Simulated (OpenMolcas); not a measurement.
## Fe III: effect of the active space

| Quantity | Value |
| --- | --- |
| Program | OpenMolcas |
| Method | CASSCF or its RAS form |
| Basis | ANO-RCC-VTZP |
| Scalar Hamiltonian | DKH2, point nucleus |
| Spin-orbit coupling | RASSI with atomic mean-field integrals over the reference wave functions, term energies averaged over their components |

A. 6 electrons in 5 orbitals (3d); 2S+1 = 5 even, 5 roots; 2S+1 = 3 even, 45 roots; 2S+1 = 1 even, 50 roots; cost roughly 24 core-seconds
B. 6 electrons in 6 orbitals (3d 4s); 2S+1 = 7 even, 1 root; 2S+1 = 5 even, 30 roots; 2S+1 = 3 even, 121 roots (98 in the spin-orbit step); 2S+1 = 1 even, 89 roots kept (CI in the orbitals of an earlier block, 69 in the spin-orbit step); cost roughly 100 core-seconds
C. 12 electrons in 8 orbitals (RAS1 3p, at most 2 holes; RAS2 3d); 2S+1 = 5 even, 5 roots; 2S+1 = 3 even, 45 roots; 2S+1 = 1 even, 44 roots; cost roughly 40 core-seconds
D. 6 electrons in 9 orbitals (RAS2 3d 4s; RAS3 4p, at most 2 electrons); 2S+1 = 5 even, 30 roots; 2S+1 = 7 even, 1 root kept (CI in the orbitals of an earlier block); 2S+1 = 3 even, 87 roots kept (CI in the orbitals of an earlier block); 2S+1 = 1 even, 89 roots kept (CI in the orbitals of an earlier block); 2S+1 = 5 odd, 54 roots (3 in the spin-orbit step); 2S+1 = 7 odd, 3 roots kept (CI in the orbitals of an earlier block); 2S+1 = 3 odd, 40 roots kept (CI in the orbitals of an earlier block, 0 in the spin-orbit step); 2S+1 = 1 odd, 11 roots kept (CI in the orbitals of an earlier block, 0 in the spin-orbit step); cost of the order of 3 core-minutes

Energies in eV above 3d⁶ ⁵D₄, the measured ground level; measured values from Corliss and Sugar, J. Phys. Chem. Ref. Data 11, 135 (1982).

| Level | A | B | C | D | Measured |
| --- | --- | --- | --- | --- | --- |
| 3d⁶ ⁵D₄ | 0.0000 | 0.0000 | 0.0000 | 0.0000 | 0.0000 |
| 3d⁶ ⁵D₃ | 0.0540 | 0.0595 | 0.0545 | 0.0592 | 0.0541 |
| 3d⁶ ⁵D₂ | 0.0924 | 0.1011 | 0.0929 | 0.1013 | 0.0916 |
| 3d⁶ ⁵D₁ | 0.1173 | 0.1278 | 0.1176 | 0.1285 | 0.1156 |
| 3d⁶ ⁵D₀ | 0.1295 | 0.1409 | 0.1297 | 0.1418 | 0.1274 |
| 3d⁶ ³H₆ | 2.7892 | 2.1559 | 2.9964 | 2.9724 | 2.4860 |
| 3d⁶ ³H₅ | 2.8176 | 2.1863 | 3.0232 | 3.0036 | 2.5170 |
| 3d⁶ ³H₄ | 2.8392 | 2.2093 | 3.0506 | 3.0271 |  |
| 3d⁶ ³P₂(1) | 3.0548 | 2.4331 | 2.6480 | 3.1983 | 2.4059 |
| 3d⁶ ³F₄(1) | 3.1956 | 2.5814 | 3.0111 | 3.3715 |  |
| 3d⁶ ³P₁(1) | 3.2123 | 2.6026 | 2.8094 | 3.3732 | 2.5650 |
| 3d⁶ ³F₃(1) | 3.2251 | 2.6125 | 3.0497 | 3.4047 | 2.6904 |
| 3d⁶ ³F₂(1) | 3.2470 | 2.6358 | 3.0704 | 3.4289 | 2.7099 |
| 3d⁶ ³P₀(1) | 3.2799 | 2.6750 | 2.8759 | 3.4475 | 2.6295 |
| 3d⁶ ³G₅ | 3.5231 | 2.9229 | 3.5543 | 3.7420 | 3.0449 |
| 3d⁶ ³G₄ | 3.5723 | 2.9759 | 3.5988 | 3.7963 | 3.0923 |
| 3d⁶ ³G₃ | 3.5959 | 3.0010 | 3.6218 | 3.8223 | 3.1173 |
| 3d⁶ ¹I₆ | 4.1971 | 3.6277 | 4.4978 | 4.4792 | 3.7637 |
| 3d⁶ ¹G₄(1) | 4.4263 | 3.8690 | 4.2248 | 4.6816 | 3.8294 |
| 3d⁶ ³D₁ | 4.5598 | 4.0064 | 4.3336 | 4.8286 |  |
| 3d⁶ ³D₂ | 4.5635 | 4.0109 | 4.3368 | 4.8329 |  |
| 3d⁶ ³D₃ | 4.5784 | 4.0264 | 4.3536 | 4.8491 | 3.8259 |
| 3d⁶ ¹F₃ | 6.3735 | 5.9117 | 6.1548 | 6.7687 | 5.3185 |

Deviations, from unrounded energies. A percentage is the sum of absolute deviations over the sum of measured energies, with the sign that they share, or ± where signs differ.

```tsv
Against measurement	Levels	A	B	C	D
mean absolute deviation (cm-1)	18	3500	1000	2900	4900
fine structure of the ground term (%)	4	±1.2	+10.5	+1.5	+10.9
other terms of the ground configuration (%)	14	+17.9	±5.1	+14.7	+24.9
```

B lies closest to measurement on these levels and D furthest from it. The largest miss of B in the table is 3d⁶ ¹F₃, by +4800 cm-1. The ranking rests on the paired levels alone, and a cruder setting can come out closer through cancelling errors.

The spin-orbit steps hold different terms of 3d⁶ (B lacks a ¹D, a ¹S; C lacks a ¹D, a ¹S; D lacks a ¹D, a ¹S), which shifts levels as well.

Among A to D the level of the table that moves most is 3d⁶ ¹I₆, by 7000 cm-1 (lowest in B, highest in C).

Without dynamic correlation excited terms often stand tens of per cent too high (terms of higher spin than the ground term too low), and those without a measured partner can miss by more than the paired ones. Some high roots are left out of the spin-orbit mixing, which shifts the levels that they would mix with (holds for B; D). Terms from blocks run as CI alone lack orbitals of their own (holds for B; D). Active for correlation alone: 3p; no level in the range computed is led by a configuration that opens it, so any true level of that kind is missing (holds for C). Computed and measured levels are paired by configuration, term and J; levels that our copy of the source lacks, or whose pairing is in doubt (as where it misses far off the trend of its configuration), stay unpaired and out of the deviations. Levels of configurations outside the active space are missing. Levels that lie high or do not pair safely by name in every column are left out.

A number in round brackets counts repeated terms of one configuration in the order of the reference energies.
